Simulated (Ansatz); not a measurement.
C$_{2}$H$_{6}$F$_{2}$Si$_{2}$, SMILES `FC1(F)C[SiH]1[SiH3]` at its PBE0-D4/def2-TZVP geometry, where that method's forces vanish. The species carries charge 0 and has multiplicity 1.

```xyz
12

F    -1.3380    1.0213   -2.2599
C    -0.5792    0.2510   -1.4516
F     0.4164   -0.2959   -2.1850
C    -1.3276   -0.7019   -0.5636
Si   -0.3637    0.6291    0.3775
Si    1.6206    0.0272    1.4228
H    -0.9598   -1.7235   -0.5609
H    -2.4095   -0.6185   -0.6039
H    -1.1841    1.7430    0.9066
H     1.3553   -0.3916    2.8245
H     2.5696    1.1699    1.4292
H     2.2001   -1.1101    0.6645
```

(1) What forces (eV/Å) does ωB97M-V/def2-TZVPP give on these atoms in Ansatz? (An estimate is asked.)

Results:

(1) The calculation gave: 
```
F1  -0.185  0.151 -0.182
C2   0.034  0.087  0.409
F3   0.217 -0.146 -0.159
C4  -0.098 -0.124  0.098
Si5 -0.074  0.075 -0.017
Si6  0.121 -0.041  0.045
H7  -0.020  0.074 -0.020
H8   0.085 -0.002 -0.019
H9   0.093 -0.124 -0.065
H10  0.021  0.054 -0.172
H11 -0.120 -0.134 -0.004
H12 -0.075  0.133  0.085
```
